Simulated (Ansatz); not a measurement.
A nudged elastic band was laid between two geometries of BCl2HO + H2 (7 atoms, charge 0, multiplicity 1).

Level of theory: Ansatz 0.2.0, RKS B3LYP-D4/def2-SVP.

```yaml
movable_images: 5
climbing_image: yes
spring: 5.0 eV/Å²
optimiser: quadratic models (default)
start_path: through a guess of the saddle point
force_threshold: 0.05 eV/Å
iteration_limit: 60
end_points: relaxed
```

Initial state:

```xyz
7
Properties=species:S:1:pos:R:3
B 0.124 -0.706 -0.143
O 0.491 -0.414 1.110
H 0.223 0.470 1.403
Cl 0.542 -2.278 -0.813
Cl -0.775 0.463 -1.139
H -0.594 2.300 1.326
H -0.344 2.383 2.041
```

Final state:

```xyz
7
Properties=species:S:1:pos:R:3
B 0.154 0.420 -0.100
O 0.070 0.612 1.557
H 0.261 -0.273 1.926
Cl 0.646 -1.344 -0.250
Cl -1.571 0.793 -0.610
H 0.975 1.206 -0.480
H -0.869 0.805 1.743
```

Task: What changes between the two ends?

Result: Bonds broken: H6–H7. Bonds formed: B1–H6, O2–H7. BCl2HO + H2 becomes BCl2H3O.

Task: What energy profile does the band end with?

Result: The run converged. The highest image is number 3 of 0 to 6, 46.7 kcal/mol above the first end and 28.4 kcal/mol above the last; the last end lies 18.3 kcal/mol above the first. Neighbouring images differ by up to 2.0 eV, so the band resolves the path poorly. A vibrational analysis at the climbing image gives one clearly imaginary mode, 1441i cm⁻¹: a first-order saddle point. The orbitals stay closed-shell, which can raise the energy where a bond breaks towards radicals; this wasn't checked here.

```csv
image,path coordinate (Å),energy (kcal/mol),H6–H7 (Å),B1–H6 (Å),O2–H7 (Å)
0,0.00,0.0,0.76,3.42,3.06
1,1.67,0.6,0.76,3.33,3.26
2,3.34,1.1,0.76,3.00,2.71
3,5.01,46.7,1.04,1.37,1.27
4,6.81,21.0,2.65,1.21,0.97
5,8.62,20.5,2.30,1.21,0.97
6,10.43,18.3,2.92,1.20,0.98
```

Task: What is the geometry of the highest image?

Result: 
```xyz
7
Properties=species:S:1:pos:R:3
B 0.050 0.145 0.131
O -0.070 0.074 1.665
H -1.002 0.168 1.920
Cl 1.258 -0.989 -0.540
Cl -1.558 0.287 -0.681
H 0.612 1.396 0.156
H 0.377 1.138 1.134
```

Run time: 5.7 min on 1 thread of Arm Neoverse V1, on a shared host, peak memory 0.15 GiB.
